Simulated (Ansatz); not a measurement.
B2F2H6N2, SMILES `F[B@H-]1[NH2+][B@@H-](F)[NH2+]1`. Total charge 0; spin multiplicity 1. The structure was optimised at the PBE0-D4/def2-TZVP level.

```xyz
12

F     1.855    0.185    1.164
B     0.899   -0.488    0.437
N    -0.572   -0.171    0.974
B    -0.946    0.289   -0.509
F    -1.440    1.574   -0.528
N     0.590    0.248   -0.946
H     1.076   -1.672    0.286
H    -1.096   -0.943    1.362
H    -0.586    0.600    1.634
H    -1.600   -0.544   -1.087
H     1.005    1.174   -0.993
H     0.814   -0.254   -1.794
```

Question: What is the dipole moment at r2SCAN/def2-TZVPP? (An estimate is asked.)

Answer: Computed: 0.77 D, with components (-0.17, -0.70, -0.25) D in this frame, pointing from negative to positive charge.

Question: And with PBE, B3LYP, ωB97M-V? (Best estimate.)

Answer: Ansatz gave: PBE 0.73 D, B3LYP 0.87 D, ωB97M-V 0.80 D.

Question: Give the Mulliken charges with r2SCAN, PBE, B3LYP in def2-TZVPP. (Estimate.)

Answer: Computed: 
| atom | r2SCAN | PBE | B3LYP |
| --- | --- | --- | --- |
| F1 | -0.34 | -0.29 | -0.33 |
| B2 | 0.21 | 0.14 | 0.23 |
| N3 | -0.10 | -0.10 | -0.15 |
| B4 | 0.21 | 0.14 | 0.23 |
| F5 | -0.34 | -0.29 | -0.33 |
| N6 | -0.10 | -0.10 | -0.15 |
| H7 | -0.07 | -0.07 | -0.05 |
| H8 | 0.15 | 0.16 | 0.15 |
| H9 | 0.15 | 0.15 | 0.15 |
| H10 | -0.07 | -0.07 | -0.05 |
| H11 | 0.15 | 0.15 | 0.15 |
| H12 | 0.15 | 0.16 | 0.15 |

B3LYP here is the variant with VWN-RPA as its local correlation; programs differ in this.
